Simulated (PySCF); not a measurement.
## Unknown compound

An unknown has the formula C₅H₄F₆O₂. Its calculated NMR data are:

$^{1}$H NMR (400 MHz, computed): δ 4.12 (s, 3H), 3.81 (m, 1H).

$^{13}$C{$^{1}$H} NMR (computed): δ 166.0 (C), 130.8 (C, 2C), 61.9 (CH), 55.5 (CH3).

[PySCF: shieldings: GIAO PBE0/pcSseg-1; GFN2-xTB geometry; a single conformation; in vacuum; fast rotation and ring inversion assumed for equivalent nuclei; non-relativistic]

Referencing at the same level of theory: TMS for $^{1}$H (31.72 ppm) and $^{13}$C (186.93 ppm).

Question: Deduce the structure.

Answer: 
- The formula gives 1 degree of unsaturation (no ring in the answer).
- 4 carbon signals for 5 carbons: some carbons are equivalent by symmetry or fast rotation.
- Carbon types of the structure: 3 × C, 1 × CH, 1 × CH3, which accounts for all hydrogens.
- δC 166.0: ester carbonyl carbon; it is a carbonyl in resonance with an O or N lone pair, the region of acids, esters and amides.
- δC 130.8: CF3 carbon; 3 electronegative neighbours deshield it.
- δC 61.9: sp3 CH α to a carbonyl.
- δC 55.5: methyl carbon bonded to O; the inductive effect lowers its shielding.
- δH 4.12: hydrogen on a methyl carbon bonded to O; its carbon carries O, which withdraws density.
- δH 3.81: hydrogen on an sp3 CH α to a carbonyl.

Structure: `FC(C(C(OC)=O)C(F)(F)F)(F)F`.

The data come from this structure; uniqueness wasn't tested.

Splittings by $^{19}$F in the carbon and heteronuclear signals aren't shown, as no couplings were computed. Shifts are as computed. Against solution values, carbons near 30 ppm lie about +3 ppm off and those near 130 ppm about +5 ppm. Of 1211 compounds with measured shifts, 218 miss one by over three times the rms of a fit or turn the order of signals round; such compounds aren't used in these exercises. No couplings were computed; multiplicities are counted from neighbouring protons, with m where these are inequivalent, close in shift, in a saturated or five-membered ring or joined by F or P, and br s for small geminal =CH2 splittings.
